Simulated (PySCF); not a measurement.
Working out the ionisation energy of As²⁺

As²⁺ [Ar] 3d10 4s2 4p1 (2P) → As³⁺ [Ar] 3d10 4s2 (1S). All numbers are calculated (PySCF 2.14, scalar relativity by spin-free X2C-1e, in ANO-RCC-VTZP). Frozen: [Ne]. Energies in hartree (1 hartree = 27.21139 eV):

```csv
part,As²⁺ (lower),As³⁺ (upper)
UHF,-2258.011264,-2257.001337
MP2 opposite-spin,-0.082575,-0.074481
MP2 same-spin,-0.029300,-0.024621
```

Question: What does Hartree-Fock give?

Answer: (-2257.001337) − (-2258.011264) = 1.009927 hartree = 27.482 eV.

Question: What do MP2 and SCS-MP2 (6/5 opposite-spin, 1/3 same-spin) give?

Answer: The opposite-spin parts differ by 0.220 eV and the same-spin parts by 0.127 eV. MP2: 27.482 + (0.220) + (0.127) = 27.829 eV. SCS-MP2: 27.482 + 1.2 × (0.220) + (0.127)/3 = 27.788 eV.

A first-order spin-orbit estimate adds 0.219 eV to MP2 (valence and next inner shell), giving 28.048 eV against 28.349 ± 0.012 eV (measured; NIST Atomic Spectra Database, ionization energies).

What remains against the reference includes basis incompleteness, the frozen core and correlation beyond second order.
